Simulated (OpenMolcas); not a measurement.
Computed levels of 3s² 3p in ions with 13 electrons, in cm-1 above ²P°_1/2.

```
Program             : OpenMolcas 26.06
Method              : SS-CASPT2, IPEA 0.25 Eh, imaginary shift 0.1 Eh
Basis               : ANO-RCC-VTZP
Scalar Hamiltonian  : DKH2, point nucleus
Spin-orbit coupling : RASSI with atomic mean-field integrals over the reference wave functions, term energies averaged over their components
```

Active space for each ion: 3 electrons in 4 orbitals (3s 3p); closed shells correlated by CASPT2: 2s 2p.

```csv
Level,P2+,Cl4+,Ar5+
²P°_3/2,484,1354,2030
```

Q: Estimate ²P°_3/2 for S3+ from its neighbours P2+ and Cl4+.

A: ²P°_3/2 is fine structure, which grows about as the fourth power of a screened charge, so the fourth roots are averaged: ((484^0.25 + 1354^0.25) / 2)^4 = 837. The calculation gives 841, so the estimate is off by -0.5 %; the measured value is 951 (NIST levels in Podobedova, Kelleher and Wiese, J. Phys. Chem. Ref. Data 38, 171 (2009)).

Over all roots computed the reference weight is 0.88 to 0.99 in P2+, 0.89 to 0.99 in S3+, 0.89 to 0.99 in Cl4+, 0.90 to 0.99 in Ar5+; the roots of lowest weight are the least certain, and an intruder state may touch them. Computed and measured levels are paired by configuration, term and J; levels that our copy of the source lacks, or whose pairing is in doubt (as where it misses far off the trend of its configuration), stay unpaired and out of the deviations. Only configurations of the active space appear.

° marks odd parity.
